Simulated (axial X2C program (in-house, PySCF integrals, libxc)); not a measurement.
# CdH⁻: from Re and ωe to a spectrum

A bond curve at the PBE0 level, 2c, was computed with an in-house all-electron X2C program for linear molecules (integrals from PySCF) (basis Cd dyall-acv3z [13s13p9d5f3g], H dyall-av3z [7s3p2d] (cores contracted in-house)) for the state Ω = 0 (closed shell). Its fit gives Re = 1.9484 Å, ωe = 977.2 cm⁻¹, ωexe = 37.4 cm⁻¹ and αe = 2.463e-01 cm⁻¹; the masses are 113.9034 and 1.0078 u. Two-component means X2C with spin–orbit coupling and atomic mean-field Coulomb and Gaunt terms.

Problem. Find the reduced mass, Be and the force constant.

Solution. From the PBE0 values: μ = 0.9990 u. Be = 16.8576/(μ Re²) = 4.445 cm⁻¹. k = 5.8918×10⁻⁷ μ ωe² = 0.562 mdyn/Å.

Problem. Estimate the centrifugal constant by the Kratzer relation.

Solution. D = 4Be³/ωe² = 3.68e-04 cm⁻¹.

Problem. A Morse curve ties αe to the other constants (Pekeris). How well does that hold?

Solution. αe(Morse) = 6Be²/ωe × (√(ωexe/Be) − 1) = 2.306e-01 cm⁻¹; the PBE0 curve gives 2.463e-01 cm⁻¹, a ratio of 0.94.

Problem. Scale the constants to the deuteride (D 2.0141 u) within the Born–Oppenheimer picture.

Solution. ρ = √(μH/μD) = 0.7105; ωe = 694.3, ωexe = 18.9, Be = 2.244 cm⁻¹; the zero-point energy falls by 137 cm⁻¹.

Problem. Give B0, the J = 1←0 line in GHz and the most populated J at 300 K (kT = 208.5 cm⁻¹).

Solution. B0 = Be − αe/2 = 4.322 cm⁻¹; 2B0 = 259.1 GHz; J(max) ≈ √(kT/2B0) − 1/2 = 4.4, so J = 4.

The state is one determinant whose occupation by symmetry is held fixed; it was picked as the lowest of a PBE0 search that is not exhaustive. The highest occupied level of some functionals is positive through self-interaction error; at Hartree–Fock it is bound.
